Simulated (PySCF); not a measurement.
Compound: C8H12.
Numbering: `[CH3:1][C:2]#[C:3][CH2:4][CH:5]1[CH2:6][CH2:7][CH2:8]1` (hydrogens: H9, H10, H11 on C1; H12, H13 on C4; H14 on C5; H15, H16 on C6; H17, H18 on C7; H19, H20 on C8)

Torsions of this conformer, `[CH3:1][C:2]#[C:3][CH2:4][CH:5]1[CH2:6][CH2:7][CH2:8]1`: C3–C4–C5–C6 66°.

The closed-shell ground state was solved at several levels (PySCF, density fitting, gas phase, non-relativistic). One conformer (not necessarily the lowest) at the PBE0-D3(BJ)/def2-SVP geometry, without solvent, vibrations or thermal averaging.

```csv
level,basis functions,total energy (Eh),HOMO (eV),LUMO (eV),gap (eV),dipole (D)
wB97X-D/pcSseg-1,196,-311.8450,-8.94,3.07,12.01,0.21
wB97X-D/def2-SVPD,256,-311.6759,-8.93,2.32,11.25,0.19
```

Task: What might PBE0/pcSseg-1 (196 basis functions) give for the same quantities?

Result: Total energy -311.5671 Eh, HOMO -7.07 eV, LUMO 1.28 eV, gap 8.35 eV, dipole 0.21 D.

Task: Over all these levels, which gives the widest orbital gap and which the narrowest?

Result: wB97X-D/pcSseg-1 (range-separated hybrid) has the widest, 12.01 eV, and PBE0/pcSseg-1 (global hybrid, 25 % exact exchange) the narrowest, 8.35 eV. The two share the basis. From the narrowest to the widest the HOMO moves by -1.87 eV and the LUMO by +1.79 eV.

Task: How far do the dipole and the HOMO energy spread over the levels?

Result: The dipole runs from 0.19 to 0.21 D (mean 0.20 D) and the HOMO from -8.94 to -7.07 eV.

The pairwise dispersion term of wB97X-D wasn't added to the energies; at a given geometry it leaves orbitals and properties as they are.
